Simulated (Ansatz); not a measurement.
Mulliken charges of Cl$_{2}$FH$_{3}$O$_{2}$Si$_{2}$ (`O[SiH2]O[Si](F)(Cl)Cl`) from B3LYP/def2-TZVPP in Ansatz (PBE0-D4/def2-TZVP geometry).

| atom | x (Å) | y (Å) | z (Å) | charge (e) |
| --- | --- | --- | --- | --- |
| O1 | -1.548 | 1.237 | -1.029 | -0.382 |
| Si2 | -0.828 | -0.223 | -1.153 | 0.566 |
| O3 | 0.496 | -0.328 | -0.180 | -0.328 |
| Si4 | 1.109 | -0.207 | 1.290 | 0.781 |
| F5 | 1.587 | 1.275 | 1.540 | -0.285 |
| Cl6 | -0.265 | -0.661 | 2.702 | -0.201 |
| Cl7 | 2.717 | -1.413 | 1.463 | -0.195 |
| H8 | -1.112 | 2.005 | -1.401 | 0.191 |
| H9 | -1.832 | -1.209 | -0.710 | -0.065 |
| H10 | -0.324 | -0.475 | -2.522 | -0.082 |

**Question.** By hand: the dipole of these point charges (1 e Å = 4.8032 D).

**Answer.** Σ q r = (-0.169, -0.107, -0.475) e Å, of length 0.515 e Å = 2.47 D.

**Question.** How does the dipole of the full density compare? (Estimate.)

**Answer.** Computed: (-0.050, 0.077, -0.363) e Å, 1.80 D; the point charges give 1.37 times that, at 27° from its direction.

Point charges leave out the atoms' own dipoles, such as those of lone pairs, and Mulliken's split depends on the basis, so the two needn't agree.

B3LYP here is the variant with VWN-RPA as its local correlation; programs differ in this.
